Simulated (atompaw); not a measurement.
# What one change does to a pseudopotential (cerium, PAW (atompaw))

Ce (Z = 58), PAW, made with atompaw 4.2.0.5 (PBE, scalar-relativistic). Core [Kr] 4d10, reference 4f1 5s2 5p6 5d1 6s2 6p0. Waves: 5s (bound): rc 2.70 bohr; 6s (bound): rc 3.00 bohr; 5p (bound): rc 3.00 bohr; 6p (bound, empty): rc 3.00 bohr; 5d (bound): rc 3.00 bohr; 5d channel at 2.35 Ry: rc 3.00 bohr; 4f (bound): rc 1.50 bohr; 4f channel at 3.1 Ry: rc 1.50 bohr. Local part: bessel scheme, radius 2.85 bohr. Core correction: smooth core density matched at 2.55 bohr. Augmentation charge: sinc compensation charge, radius 2.85 bohr; PAW radius 3.00 bohr; waves and projectors: custom rrkj gramschmidtortho.

Change: reference 4f1 5s2 5p6 5d1 6s1 6p0.

Cutoffs: the cutoffs (Ry, on a coarse ladder) from which the occupation-weighted sum of valence levels, in a spherical-Bessel basis at the reference potential, stays within 10 and 1 mRy of its value at 400 Ry; they do not see the model core or the augmentation charge, which bear on the density cutoff.

Task: What does the change do?

Result: The potential gets neither clearly harder nor softer (55 Ry and 80 Ry → 55 Ry and 80 Ry); neither file shows a bound ghost.

```tsv
quantity	base	changed
cutoff, loose	55 Ry	55 Ry
cutoff, tight	80 Ry	80 Ry
bound ghosts	none	none
s: phases at 3.01 bohr within 0.05 rad from the reference energy up to (Ry; the scan ends near 5)	2.1	3.0
p: phases at 3.01 bohr within 0.05 rad from the reference energy up to (Ry; the scan ends near 5)	1.0	0.6
d: phases at 3.01 bohr within 0.05 rad from the reference energy up to (Ry; the scan ends near 5)	to the end of the scan	to the end of the scan
f: phases at 3.01 bohr within 0.05 rad from the reference energy up to (Ry; the scan ends near 5)	1.0	0.4
lowest overlap eigenvalue by channel	s 0.12, p 0.08, d 0.86, f 0.97	s 0.53, p 0.09, d 0.86, f 0.97
```

 The cutoffs see the waves, projectors and local potential, not the compensation charge or the core.
